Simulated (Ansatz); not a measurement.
Gas-phase electronic energies from Ansatz, PBE0-D4/def2-TZVP geometries. CCSD(T)/CBS is the MP2 limit (def2-TZVPP, def2-QZVPP) plus CCSD(T) − MP2 in def2-TZVPP, frozen cores. One conformer a species, not always the lowest.

Reaction (substitution at a C–C bond): `CC(C)[Si]N` + `[BH2][AlH][OH]` → `[BH2][AlH][O]C` + `CC[Si]N`

| species | MP2/CBS(def2) energy (Eh) |
| --- | --- |
| `CC(C)[Si]N` | -463.26544 |
| `[BH2][AlH][OH]` | -344.34544 |
| `[BH2][AlH][O]C` | -383.56194 |
| `CC[Si]N` | -424.02354 |

Question: Work out ΔE.

Answer: ΔE = (-383.56194) + (-424.02354) − (-463.26544) − (-344.34544) = 0.02540 Eh = +15.9 kcal/mol. CCSD(T)/CBS gives +14.1 kcal/mol.

Largest T1 diagnostic among the species: 0.013.

From BLYP to BHLYP (50 % exact exchange), in def2-TZVPP and without D4, ΔE moves by +1.1 kcal/mol. At CCSD(T), def2-SVP lies −2.5 kcal/mol from the extrapolated value and def2-TZVPP −0.6 kcal/mol.
